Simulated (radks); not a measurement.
Results of a calculation; reference values are marked as such.
The boron ion B+ inside a hard spherical wall (all orbitals vanish at R), configuration held at [He] 2s2 and not refilled when levels cross. Level of theory: non-relativistic Kohn-Sham, LDA (Slater exchange, VWN5 correlation), spin-polarised, spherical densities, point nucleus (a radial shooting solver on a logarithmic mesh with Libxc functionals). Eigenvalues in eV for spin up, with the zero of energy where the potential of the charges vanishes at infinity; a dash marks a level that is unbound or too diffuse for the functional's potential to be trusted. A positive occupied level is held by the wall or, in an anion where self-interaction has pushed it up, behind a barrier. The pressure on the wall is -dE/dV.

\begin{tabular}{lrrrrrrr}
R (bohr) & E (hartree) & kinetic (hartree) & e(1s) & e(2s) & e(2p, empty) & e(3s, empty) & pressure (GPa) \\ \hline
free & -24.03828 & 23.878 & -191.69 & -19.407 & -13.460 & -4.242 & 0 \\
20 & -24.03828 & 23.878 & -191.69 & -19.407 & -13.460 & -4.242 & < 0.0001 \\
15 & -24.03828 & 23.878 & -191.69 & -19.407 & -13.460 & -4.238 & < 0.0001 \\
12 & -24.03828 & 23.878 & -191.69 & -19.407 & -13.460 & -4.202 & < 0.0001 \\
4 & -23.99689 & 24.143 & -190.08 & -18.127 & -11.903 & 13.943 & 11.3 \\
3.5 & -23.93400 & 24.438 & -188.55 & -16.644 & -10.310 & 24.840 & 36.6 \\
3 & -23.77797 & 25.040 & -185.81 & -13.454 & -7.163 & 43.915 & 124 \\
\end{tabular}
